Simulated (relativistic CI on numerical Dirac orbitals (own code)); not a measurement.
**Hyperfine structure of F7+, mass number 19**

Calculated at this level of theory: Dirac-Coulomb-Breit CI, orbitals from a KLI potential per configuration, model QED, unscaled Slater integrals (own radial code, finite nucleus).

CI space: 1s2, 1s.2s, 1s.2p, 1s.3s, 1s.3p, 1s.3d, 1s.4s, 1s.4p, 1s.4d, 1s.4f, 1s.5s, 1s.5p, 1s.5d, 1s.5f, 1s.5g, 1s.6s, 1s.6p, 1s.6d. Levels of other configurations are missing.

Nuclear spin I = 1/2, μ = 2.62832 μN (tables of Stone and Pyykkö). The electronic factors are computed for point nuclear moments, without core polarisation or the Bohr-Weisskopf and QED corrections.

```json
{"Level": "1s.2s 3S_1", "E (Ry)": "53.0403", "A (GHz)": "536.4"}
{"Level": "1s.2p 3P°_1", "E (Ry)": "53.6790", "A (GHz)": "266.6"}
{"Level": "1s.2p 3P°_2", "E (Ry)": "53.6876", "A (GHz)": "247.8"}
{"Level": "1s.2p 1P°_1", "E (Ry)": "54.1679", "A (GHz)": "0.0856"}
{"Level": "1s.3s 3S_1", "E (Ry)": "62.6339", "A (GHz)": "502.7"}
{"Level": "1s.3p 3P°_1", "E (Ry)": "62.8084", "A (GHz)": "259.5"}
{"Level": "1s.3p 3P°_2", "E (Ry)": "62.8109", "A (GHz)": "245.7"}
{"Level": "1s.3d 3D_1", "E (Ry)": "62.9009", "A (GHz)": "-243.7"}
```

Levels with J = 0, under 50 % of one LS term, or S terms without an open s electron are left out. Small factors come from cancelling terms and can be off by tens of per cent or more.

Task: Give the hyperfine levels of 1s.2s 3S_1 relative to its centre of gravity.

Result: With K = F(F + 1) − I(I + 1) − J(J + 1), E = AK/2: F = 1/2: -536.4, F = 3/2: 268.2 GHz.
